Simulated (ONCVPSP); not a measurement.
**Ranking ONCV potentials for lead (Pb)**

All share these settings but for the change named:

* Element: Pb (Z = 82)
* Generator: ONCVPSP 4.0.1
* Type: optimised norm-conserving Vanderbilt (ONCV)
* Functional: PBE
* Relativity: fully relativistic
* Frozen core: [Kr] 4d10 4f14
* Valence charge: 22
* Reference configuration: 5s2 5p6 5d10 6s2 6p2
* Partial waves: 5s+6s: rc 1.50 bohr, ncon 4, nbas 7, qcut 9.8 1/bohr, 2 projectors; 5p+6p: rc 1.70 bohr, ncon 3, nbas 7, qcut 7.8 1/bohr, 3 projectors, debl 3.5 Ha; 5d: rc 1.95 bohr, ncon 3, nbas 8, qcut 7.4 1/bohr, 2 projectors, debl 2.9 Ha
* Local potential: polynomial inside 1.30 bohr (lpopt 5, dvloc0 0 Ha)
* Core correction: none

Open shells are filled in proportion to 2j + 1.

Cutoff: the first of the cutoffs (Ha) at which the residual kinetic energy of the hardest occupied pseudo-wave falls to 1 and 0.1 mHa per electron; the density cutoff is not measured.

The base gives 31 Ha.

Of 8 variants that were run, those that failed, showed a ghost or another fault, or gave nearly equal values are left out.

A variant can come out equal or close to the base.

Q: Rank these variants from softest to hardest (loose cutoff).
A. d: nbas 7
B. s: rc 2.14
C. all radii scaled by about 0.86 (s 1.30, p 1.46, d 1.68 bohr); local potential polynomial inside 1.12 bohr (lpopt 5, dvloc0 0 Ha)

A: B (21 Ha), A (31 Ha), C (37 Ha).
